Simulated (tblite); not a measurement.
Species: C3H10O3SSi.
Structure used (GFN2-xTB), in Å, numbered top down from 1:
```
atom  x, y, z in Å
C1     2.8381    0.1004   -0.8489
O2     1.7724   -0.8180   -0.7206
C3     0.9634   -0.5792    0.3723
S4     0.0544    1.0697    0.2490
O5     0.8035    1.9943    1.1076
C6    -1.3645    0.5021    1.3166
O7    -2.0647   -0.5148    0.7306
Si8   -2.6703   -0.5745   -0.7845
H9     3.4420    0.1299    0.0642
H10    3.4453   -0.2472   -1.6817
H11    2.4645    1.1083   -1.0550
H12    1.5260   -0.5166    1.3145
H13    0.2142   -1.3693    0.3987
H14   -0.9439    0.1767    2.2720
H15   -1.9796    1.3948    1.4732
H16   -1.6056   -0.5673   -1.7880
H17   -3.5531    0.5682   -1.0248
H18   -3.3508   -1.8515   -0.6562
```

Method: GFN2-xTB as coded in tblite; computed harmonic values from a numerical Hessian at the method's own geometry, unscaled. This tight-binding method is rough: wavenumbers can miss measured ones by several per cent, in bad cases by 10 to 20. Modes of hydrogen on silicon can be 10 to 20 % off. One conformer, not necessarily the lowest.

Harmonic wavenumbers (cm⁻¹): 28.5, 59.4, 76.6, 103.8, 120.1, 162.2, 179.6, 225.1, 257.6, 287.5, 344.3, 382.5, 439.1, 604.6, 635.0, 646.6, 686.9, 734.8, 756.3, 800.4, 829.7, 873.4, 875.6, 969.5, 1101.4, 1114.2, 1127.0, 1151.5, 1161.7, 1169.1, 1223.6, 1229.7, 1245.4, 1401.1, 1405.6, 1453.3, 1461.0, 1479.7, 2244.1, 2271.0, 2360.7, 2873.7, 2921.2, 2933.3, 2948.9, 2951.9, 3007.5, 3037.2.

A = 2202, B = 883.2, C = 716.1 MHz; mass 154.012 u (most abundant isotopes); point group C1, symmetry number 1.

What is the zero-point energy?

½Σν̃ = 28176 cm⁻¹ = 337.06 kJ/mol.

Entropy at 350 K, 1 bar (ideal gas, RRHO, classical rotation)?

Translation 175.01, rotation 126.78, vibration 180.00: S = 481.8 J/(mol K).

And Cp and H(350 K) − H(0)?

Cp = 194.97 J/(mol K), of which vibrations give 161.71 (their classical limit is 48 R = 399.1); H(350 K) − H(0) = 42.55 kJ/mol without the zero-point energy, 30.91 from vibrations.

Blend soft modes into free rotors: weight 1/[1 + (100 cm⁻¹/ν̃)⁴] for the oscillator and the rest for a rotor with moment μB/(μ + B), μ = h/(8π²ν), B = 10⁻⁴⁴ kg m². What vibrational entropy results?

161.53 J/(mol K) in place of 180.00, which changes −T·S at 350 K by +6.46 kJ/mol.

What must be added to the electronic energy to get the Gibbs energy at 350 K and 1 bar?

ZPE + [H(350 K) − H(0)] − T·S = 337.06 + 42.55 − 168.63 = 210.98 kJ/mol.

Hindered rotation and anharmonicity are outside this model. Other conformers, if any are populated, would add a mixing term that is left out. The structure is chiral; the term R ln 2 for an equal mix with its mirror image is left out.
